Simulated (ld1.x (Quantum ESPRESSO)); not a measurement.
**Before and after: TM potential for osmium (Os)**

* Element: Os (Z = 76)
* Generator: ld1.x (Quantum ESPRESSO) 7.5
* Type: norm-conserving Troullier–Martins (Kleinman–Bylander form)
* Functional: PBE
* Relativity: fully relativistic
* Frozen core: [Kr] 4d10 4f14 5s2
* Valence charge: 14
* Reference configuration: 5p6 5d6 6s2 6p0
* Partial waves: 6s (bound): rc 2.65 bohr; 5p (bound): rc 1.80 bohr; 5d (bound): rc 1.35 bohr
* Local potential: all-electron potential smoothed inside 1.45 bohr (lloc = -1)
* Core correction: Bessel-smoothed model core inside 1.00 bohr

Open shells are filled in proportion to 2j + 1 (rel_dist='average').

Change: core correction none.

Cutoffs: the cutoffs (Ry, on a coarse ladder) from which the occupation-weighted sum of valence levels, in a spherical-Bessel basis at the reference potential, stays within 10 and 1 mRy of its value at 400 Ry; they do not see the model core or the augmentation charge, which bear on the density cutoff. Errors are all-electron minus pseudo energies relative to the spin-unpolarised reference configuration.

What does the change do?

The potential gets neither clearly harder nor softer (40 Ry and 70 Ry → 40 Ry and 70 Ry); both files keep a bound ghost (s); of the 7 tests that both files solve, the error grows in 2 and shrinks in 3 by more than 15 % and 0.3 meV (median size 36.6 → 34.2 meV).

| quantity | base | changed |
| --- | --- | --- |
| cutoff, loose | 40 Ry | 40 Ry |
| cutoff, tight | 70 Ry | 70 Ry |
| bound ghosts | s | s |
| error for 5p6 5d6 6s1 6p0, meV [ΔE 9.58 eV] | -6.2 | -4.4 |
| error for 5p6 5d6 6s0 6p0, meV [ΔE 26.50 eV] | -37 | -24 |
| error for 5p6 5d5 6s0 6p0, meV [ΔE 55.34 eV] | +5.1 | +34 |
| error for 5p6 5d7 6s0 6p0, meV [ΔE 9.04 eV] | -64 | -56 |
| error for 5p6 5d4 6s0 6p0, meV [ΔE 96.80 eV] | +44 | +116 |
| error for 5p6 5d6 6s1 6p1, meV [ΔE 5.01 eV] | +67 | +68 |
| error for 5p6 5d6 6s1.5 6p0, meV [ΔE 3.92 eV] | -1.3 | -1.0 |
| s: phases at 2.90 bohr within 0.05 rad from the reference energy up to (Ry; the scan ends near 5) | 1.5 | 1.5 |
| p1/2: phases at 2.90 bohr within 0.05 rad from the reference energy up to (Ry; the scan ends near 5) | -0.2 | -0.2 |
| p3/2: phases at 2.90 bohr within 0.05 rad from the reference energy up to (Ry; the scan ends near 5) | 0.0 | 0.0 |
| d3/2: phases at 2.90 bohr within 0.05 rad from the reference energy up to (Ry; the scan ends near 5) | to the end of the scan | to the end of the scan |
| d5/2: phases at 2.90 bohr within 0.05 rad from the reference energy up to (Ry; the scan ends near 5) | to the end of the scan | to the end of the scan |

Base: These tests converged, but a pseudo level misses the all-electron one widely, so the file describes the atom poorly there or has found another state: 5p6 5d4 6s0 6p0: empty 6s by 4.5 eV. Changed file: These tests converged, but a pseudo level misses the all-electron one widely, so the file describes the atom poorly there or has found another state: 5p6 5d4 6s0 6p0: empty 6s by 4.5 eV. A true bound ghost makes a file unfit for plane-wave use even where its test errors are small: the radial tests pick states by their node count and pass the ghost by.
